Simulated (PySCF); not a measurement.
**Spinor energies of Ba(41+) (barium, charge +41)**

Start: [Ne] 3s2 3p3; 3p1/2 filled at m_j = -1/2, +1/2; 3p3/2 filled at m_j = +3/2. Calculated with PySCF 2.14 in an uncontracted even-tempered set (18 s from 8.9 bohr⁻², ratio 2.4; 14 p from 12 bohr⁻², ratio 2.4; 4 d from 42 bohr⁻², ratio 2.6; 4 f from 63 bohr⁻², ratio 2.6): generalised Hartree-Fock with the X2C-1e Hamiltonian and a Gaussian nucleus; one run each with spin-orbit coupling (SO) switched off, then screened by Boettger's factors.

| spinor shell | electrons | ε, spin-free (eV) | ε, screened SO (eV) | weight of nominal j (screened SO) | rms radius, screened SO (bohr) |
| --- | --- | --- | --- | --- | --- |
| 1s1/2 | 2 | -40162.4 | -40153.9 | 1.000 | 0.0292 |
| 2s1/2 | 2 | -8468.8 | -8464.9 | 1.000 | 0.117 |
| 2p1/2 | 2 | -7854.2 | -8130.3 | 1.000 | 0.100 |
| 2p3/2 | 4 | -7854.2 | -7727.4 | 1.000 | 0.106 |
| 3s1/2 | 2 | -3297.1 | -3295.5 | 1.000 | 0.282 |
| 3p1/2 | 2 | -3125.2 | -3177.9 | 0.997 | 0.270 |
| 3p3/2 | 1 | -3125.2 | -3084.8 | 1.000 | 0.278 |

```json
{"quantity": "E (hartree)", "spin-free": "-6635.06002", "screened SO": "-6640.72583"}
{"quantity": "M_J", "spin-free": "3/2", "screened SO": "3/2"}
{"quantity": "⟨J²⟩", "spin-free": "3.750", "screened SO": "3.751"}
{"quantity": "⟨L²⟩", "spin-free": "0.000", "screened SO": "2.357"}
{"quantity": "⟨S²⟩", "spin-free": "3.750", "screened SO": "1.595"}
```

Each row is a mean over spinors that exchange with the open shell spreads, by up to 24.239 eV (3s1/2).

Breit and QED terms are absent; they matter most for the inner s and p1/2 levels.

Densities and radii are taken from the X2C orbitals without a picture-change correction, which distorts them close to the nucleus.

Without spin-orbit coupling the j labels of p, d and f shells carry no meaning; the spin-free column gives the mean over the occupied spinors of each nl shell.
